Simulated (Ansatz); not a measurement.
Basis-set extrapolation for C₂H₈B₂Si (PBE0-D4/def2-TZVP geometry, frozen core, Ansatz 0.2.0). Multiplicity 1, RHF reference.

```
                      def2-TZVPP   def2-QZVPP
                 HF  -418.682240  -418.697224
    MP2 correlation    -0.691327    -0.734740
CCSD(T) correlation    -0.777007      not run
```

Energies in hartree. Use E(X) = E(∞) + A·exp(−7.88·√X) for Hartree–Fock and E(X) = E(∞) + B·X^(−2.97) for correlation, with X = 3 and 4, and add CCSD(T) minus MP2 of the smaller set to the MP2 limit.

What is the CCSD(T) energy at the basis-set limit?

HF limit: -418.697224 + (-0.014984) × 0.13774 = -418.69929. MP2 limit: -0.734740 + (-0.043413) × 0.74074 = -0.76690. Higher-order term: -0.777007 − (-0.691327) = -0.08568. Total: -419.55187 hartree, 2.52 eV below CCSD(T)/def2-TZVPP.
